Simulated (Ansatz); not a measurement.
Species: sum formula SnH3Cl, net charge 0, singlet state. 
Geometry from a B3LYP-D3(BJ)/def2-TZVP (Ansatz, a first-principles code) optimisation:
```
Sn
H 1 1.7045
H 1 1.7045 2 112.69
H 1 1.7045 2 112.69 3 128.90
Cl 1 2.3564 2 106.02 3 -115.55
```

Property: vertical triplet-singlet gap (E(triplet) - E(singlet); each state is the SCF solution reached for its spin; the molecule has degenerate orbitals, so one determinant may break the symmetry), in kJ/mol. Correlated levels leave the core frozen unless marked. Open shells are spin-unrestricted. Spin-orbit coupling is left out. The frozen core is the preceding noble-gas configuration, with the filled d and f shells of earlier blocks. Past Kr the def2 sets carry scalar-relativistic core potentials. CBS(X,Y): correlation extrapolated as X^-3; Hartree-Fock from the larger set.

```tsv
level	program	vertical triplet-singlet gap (kJ/mol)
PBE0/def2-TZVPD	Ansatz	(withheld)
BHLYP/def2-TZVPD	Ansatz	591.9
wB97M-V/def2-TZVPD	Ansatz	597.4
wB97X-V/def2-TZVPD	Ansatz	609.7
B2PLYP/def2-TZVPD	Ansatz	593.1
CCSD/def2-QZVPPD	Ansatz	(withheld)
CCSD(T)/CBS(def2-TZVPPD,def2-QZVPPD)	Ansatz	(withheld)
```

**Question.** Fill in the missing entries.

**Answer.** 
- PBE0/def2-TZVPD, vertical triplet-singlet gap (kJ/mol): 564.5
- CCSD/def2-QZVPPD, vertical triplet-singlet gap (kJ/mol): 618.6
- CCSD(T)/CBS(def2-TZVPPD,def2-QZVPPD), vertical triplet-singlet gap (kJ/mol): 620.0
